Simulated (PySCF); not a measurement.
HKO, SMILES [K][OH].

Geometry: PBE0-D3(BJ)/def2-TZVPD. The isomer is the one that the SMILES or the coordinates give; other isomers of the formula were not compared.

Method: PySCF 2.14.0 with TDDFT-B3LYP/def2-TZVPD.

Vertical excitations; the highest root listed may be one member of a degenerate set. Gas-phase values at a fixed geometry. State labels are in the subgroup C2v.

Computed UV-visible absorptions:
```csv
state,symmetry,energy (eV),λ (nm),f,main pairs
S1,B1,2.79,445,0.007,HOMO→LUMO (degenerate set)
S2,B2,2.79,445,0.007,HOMO−1→LUMO (degenerate set)
S3,A1,4.16,298,0.000,"HOMO→LUMO+1 50 %, HOMO−1→LUMO+2 50 %"
S4,A2,4.17,298,0.000,"HOMO→LUMO+2 50 %, HOMO−1→LUMO+1 50 %"
S5,A2,4.20,295,0.000,"HOMO−1→LUMO+1 50 %, HOMO→LUMO+2 50 %"
S6,A1,4.23,293,0.001,"HOMO−1→LUMO+2 50 %, HOMO→LUMO+1 50 %"
S7,B1,4.32,287,0.041,HOMO→LUMO+3 (degenerate set)
S8,B2,4.32,287,0.041,HOMO−1→LUMO+3 (degenerate set)
S9,B1,5.14,241,0.001,HOMO→LUMO+4 (degenerate set)
S10,B2,5.14,241,0.001,HOMO−1→LUMO+4 (degenerate set)
T1,B1,2.76,449,0,HOMO→LUMO (degenerate set)
T2,B2,2.76,449,0,HOMO−1→LUMO (degenerate set)
T3,A1,4.14,300,0,"HOMO→LUMO+1 49 %, HOMO−1→LUMO+2 49 %"
T4,A1,4.16,298,0,"HOMO−1→LUMO+2 49 %, HOMO→LUMO+1 49 %"
```
Triplets are in the Tamm–Dancoff approximation, which puts them higher than full response would, so one can lie above its singlet here.
